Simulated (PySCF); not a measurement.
NbOF3, SMILES [O]=[Nb]([F])([F])[F], multiplicity 1. Coordinates come from a B3LYP-D3(BJ)/def2-SVP optimisation. The spin state was assumed, not searched. The def2 effective core potentials stand for the cores of Nb; spin–orbit coupling is left out.

Give the equilibrium geometry at B3LYP-D3(BJ)/def2-SVP (PySCF confirms it by a frequency run) as Cartesian coordinates in Å, and its point group. (The exact figures need the calculation; the answer reports its results.)

point group C3v.
```xyz
5

Nb     0.0000     0.0000    -0.0245
O      0.0000     0.0000    -1.7161
F      1.5383     0.8882     0.5457
F      0.0000    -1.7763     0.5457
F     -1.5383     0.8882     0.5457
```
Charge 0, spin multiplicity 1.
